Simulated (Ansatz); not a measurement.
Relaxation of BCl₂H₃N (7 atoms, charge 0, multiplicity 2), to a largest force component of 0.03 eV/Å in at most 50 steps.

Method: UHF/6-31G* in Ansatz 0.2.0.

```xyz
7
Properties=species:S:1:pos:R:3:forces:R:3
B 0.000 0.000 -0.283 0.00 0.00 0.17
H 0.000 0.000 0.901 0.00 0.00 -0.54
Cl 1.514 0.013 -1.169 0.02 0.00 0.01
Cl -1.514 -0.013 -1.169 -0.02 0.00 0.01
N 0.000 0.000 3.173 0.00 0.00 0.38
H -0.451 -0.662 3.793 0.02 0.03 -0.02
H 0.451 0.662 3.793 -0.02 -0.03 -0.02
```

Q: Where does it end, and by what steps?

A: The run converged. After 6 steps the energy has fallen by 0.079 eV; H6 moved furthest, 0.42 Å.

```json
{"step": "0", "energy less start (eV)": "0.0000", "largest force component (eV/Å)": "0.536", "accepted": "yes"}
{"step": "1", "energy less start (eV)": "-0.0669", "largest force component (eV/Å)": "0.065", "accepted": "yes"}
{"step": "2", "energy less start (eV)": "-0.0679", "largest force component (eV/Å)": "0.206", "accepted": "yes"}
{"step": "3", "energy less start (eV)": "-0.0780", "largest force component (eV/Å)": "0.054", "accepted": "yes"}
{"step": "4", "energy less start (eV)": "-0.0791", "largest force component (eV/Å)": "0.067", "accepted": "yes"}
{"step": "5", "energy less start (eV)": "-0.0794", "largest force component (eV/Å)": "0.030", "accepted": "yes"}
{"step": "6", "energy less start (eV)": "-0.0795", "largest force component (eV/Å)": "0.007", "accepted": "yes"}
```

```xyz
7
Properties=species:S:1:pos:R:3
B 0.000 0.000 -0.597
H 0.000 0.000 0.577
Cl 1.517 0.053 -1.469
Cl -1.517 -0.053 -1.469
N 0.000 0.000 3.586
H -0.511 -0.616 4.206
H 0.511 0.616 4.206
```

Whether the end is a true minimum wasn't checked by a vibrational analysis.

The run took 9.2 s on 1 thread of Intel(R) Xeon(R) 6975P-C (Granite Rapids), on a shared host, peak memory 0.17 GiB.
